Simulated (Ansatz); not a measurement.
Input file for Ansatz (a program for electronic structure): R-RI-MP2/def2-QZVPPD on H4OSi (SMILES O[SiH3]) with ghost functions. Files ending in .json are basis or fitting sets from the Basis Set Exchange.

Ansatz 0.2 input:
```yaml
crystal:
  periodic: [false, false, false]
  atoms:
    - {symbol: O, position_ang: [-1.03932903, -0.11383129, 3.18656952]}
    - {symbol: Si, position_ang: [0.56041697, 0.22257232, 3.38752534]}
    - {symbol: H, position_ang: [-1.28646074, -0.70184546, 2.46536329]}
    - {symbol: H, position_ang: [1.34414409, -0.97017066, 3.78914431]}
    - {symbol: H, position_ang: [0.64222808, 1.26150427, 4.43162863]}
    - {symbol: H, position_ang: [1.16266353, 0.74224166, 2.12706578]}
basis:
  gaussian:
    orbitals: def2-QZVPPD.json
    fitting: {mean_field: def2-universal-JKFIT, correlation: def2-QZVPPD-RIFIT.json}
    ghost_atoms:
      - {symbol: Br, position_ang: [-0.46725957, -1.37691034, -0.09631907]}
      - {symbol: H, position_ang: [0.41335495, -0.30808090, 0.25409780]}
magnetization: {spin_polarized: false}
correlation: {method: mp2, electrons: outside_noble_gas}
scf: {lower_state_search: off}
```

The head of its log:

```
Functional definition: HF
[...]
these checks for a lower state are left out or cut short: stability, starts, cluster_reference, orbital_swaps, neighbouring_geometries, increment
integrals: 0.60 GiB planned
561 factors; integrals over basis functions are off by at most 2.7e0 eV
mean field: 0.96 GiB planned
mean field evaluation 1: about -9963.0317 eV, gradient 3.5e1 eV
mean field evaluation 2: about -9964.5582 eV, gradient 2.4e1 eV
mean field evaluation 4: about -9965.4549 eV, gradient 3.4e-1 eV
mean field -9965.45519331 eV, -366.2237235258 hartree, gradient 1.4e-6 eV, S^2 0.000000; 0 other end points of the search recorded, 0 dependent functions left out
6 core orbitals not correlated
979 factors; their error is unknown
reference -9965.45519331 eV, -366.2237235258 hartree; 7, 7 occupied and 392, 392 virtual orbitals, 979 factors
```

### Question
Give the final energy of this run.

### Answer
-366.6301 hartree.
